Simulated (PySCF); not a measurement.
BH₃NOSi, AlB₂H₃N, BClH₃Si (calculated)

Computed with PySCF 2.14.0. Calculation on a computer-drawn molecule: optimised geometry and harmonic frequencies of an isolated molecule of the commonest isotopes, restricted reference for singlets and unrestricted otherwise, frozen core in MP2.

Common to all runs: charge 1; multiplicity 1; basis cc-pV(D+d)Z.

(1) BH₃NOSi

Start structure:
```xyz
7
BH3NOSi
O     -1.7994     0.6853     2.0379
B     -1.0237     0.3050     1.2362
N     -0.0509    -0.0910     0.2644
Si     1.1619     0.8410    -0.3593
H     -0.1449    -1.0484    -0.0518
H      2.0425     0.2282    -1.3433
H      1.2721     2.2133     0.1143
```

* method: MP2
* rotational constants: 31.92, 2.818, 2.59 GHz
* total energy: -444.9977 hartree
* convergence status largest gradient component: 2e-05 hartree/bohr

Drawn bonds:
```tsv
atom	other atom	order
1	2	2
2	3	1
3	4	1
3	5	1
4	6	1
4	7	1
```

Optimised structure:
```xyz
7
BH3NOSi
O     -1.8272     0.7021     2.0677
B     -1.0247     0.3160     1.2416
N     -0.0464    -0.1024     0.2562
Si     1.1742     0.8428    -0.3687
H     -0.1448    -1.0749    -0.0627
H      2.0617     0.2321    -1.3580
H      1.2648     2.2176     0.1224
```

Modes:
```tsv
frequency (cm⁻¹)	reduced mass (dalton)
141.4	5.286
238.6	1.444
456.1	3.966
484	5.431
636.6	1.755
668	1.197
726.3	1.108
837.6	3.28
950.6	1.11
1053	2.455
1291	1.68
2037	12.08
2380	1.025
2439	1.064
3523	1.076
```

(2) AlB₂H₃N

Start structure:
```xyz
7
AlB2H3N
B     -0.1763    -2.2445    -2.3849
N     -0.3755    -1.5802    -1.2712
Al    -0.5594    -0.5986     0.1474
B     -0.8939     0.3949     1.9459
H     -0.0646    -2.7130    -3.3375
H     -0.0214     1.1040     2.3751
H     -1.8727     0.3439     2.4861
```

* method: HF
* rotational constants: 227, 2.46, 2.433 GHz
* total energy: -347.2646 hartree
* convergence status largest gradient component: 1.221e-05 hartree/bohr

Drawn bonds:
```tsv
atom	other atom	order
1	2	1
2	3	2
3	4	1
1	5	1
4	6	1
4	7	1
```

Optimised structure:
```xyz
7
AlB2H3N
B     -0.1928    -2.1856    -2.3733
N     -0.3628    -1.5365    -1.2988
Al    -0.5895    -0.6693     0.1374
B     -0.8784     0.4383     1.9730
H     -0.0358    -2.7852    -3.3651
H      0.0221     1.1080     2.3642
H     -1.9267     0.3367     2.5234
```

Modes:
```tsv
frequency (cm⁻¹)	reduced mass (dalton)
97.52	3.403
102.1	3.781
194.5	5.208
203.3	6.299
474.7	5.533
648.9	1.234
842.3	1.354
842.9	1.356
865.4	11.34
905.5	1.297
1194	1.101
1873	5.856
2748	1.043
2881	1.134
3006	1.172
```

(3) BClH₃Si

Start structure:
```xyz
6
BClH3Si
Si    -0.3377     1.0992    -0.0905
B     -2.3854     1.4628    -0.2109
Cl    -3.9782     1.7456    -0.3045
H      0.1595     1.6294    -1.3656
H      0.0552     1.8600     1.1016
H     -0.2771    -0.3607     0.0484
```

- method: MP2
- rotational constants: 80.92, 2.198, 2.198 GHz
- total energy: -774.8968 hartree
- convergence status largest gradient component: 2.009e-05 hartree/bohr

Drawn bonds:
```tsv
atom	other atom	order
1	2	1
2	3	1
1	4	1
1	5	1
1	6	1
```

Optimised structure:
```xyz
6
BClH3Si
Si    -0.3461     1.1007    -0.0910
B     -2.3695     1.4600    -0.2100
Cl    -3.9635     1.7430    -0.3037
H      0.1527     1.6330    -1.3708
H      0.0481     1.8643     1.1055
H     -0.2855    -0.3646     0.0485
```

Modes:
```tsv
frequency (cm⁻¹)	reduced mass (dalton)
204.7	3.458
205	3.461
371.7	11.99
592.8	1.349
592.9	1.348
872.2	1.099
938.7	1.036
938.7	1.036
1261	12.49
2318	1.012
2354	1.055
2354	1.055
```
